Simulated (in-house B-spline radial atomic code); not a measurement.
Os⁸⁺. Computed with a B-spline radial atomic code. Model: all-electron spherical atom, spin shells full or empty, radial basis limit, no spin-orbit coupling, Breit or QED, empty-state partial waves extrapolated as (l+1/2)^-4, RPA, G0W0 and static COHSEX of the highest shell as one setting changes (uncorrelated shells keep exact exchange).

Without the two-electron picture change, core correlation of heavy ions comes too large.

Given: element Os; charge 8; filled core Xe; hamiltonian one-electron scalar X2C; mean-field start r2SCAN; highest l of empty states 9; nuclear rms radius 5.4126 fm; highest mean-field shell 5p.

Shell: 4f 7 7 (electrons up and down).

```
lowest nl shells left uncorrelated  RPA correlation energy (hartree)  G0W0 level (eV)  G0W0 minus most complete (meV)  COHSEX level (eV)  linearised minus solved G0W0 (meV)
                                 0                           -6.2552          -173.11                               0            -176.26                                  -5
                                 1                           -6.0275          -173.11                             0.9            -176.26                                  -5
                                 2                            -5.817          -173.11                             1.1            -176.26                                  -5
                                 3                                 ?                ?                               ?                  ?                                   ?
                                 4                            -5.011           -173.1                             2.8            -176.26                                  -5
                                 5                           -4.4041          -173.12                           -12.1            -176.29                                  -5
                                 6                            -3.403          -173.08                              27            -176.21                                  -5
                                 7                                 ?                ?                               ?                  ?                                   ?
                                 8                           -2.6476          -173.29                          -179.3            -176.63                                -5.2
                                 9                           -1.6601          -173.21                          -105.9            -176.52                                -5.2
                                10                           -1.4788          -174.17                         -1066.7            -177.49                                -0.6
                                11                          -0.25546          -173.36                          -253.4            -175.76                                 0.5
```

Q: What follows for lowest nl shells left uncorrelated = 3?

A: RPA correlation energy -5.2084 hartree; G0W0 level -173.1 eV; G0W0 minus most complete 4.1 meV; COHSEX level -176.26 eV; linearised minus solved G0W0 -5 meV.

Q: What follows for lowest nl shells left uncorrelated = 7?

A: RPA correlation energy -3.2141 hartree; G0W0 level -173.11 eV; G0W0 minus most complete -2 meV; COHSEX level -176.27 eV; linearised minus solved G0W0 -5 meV.
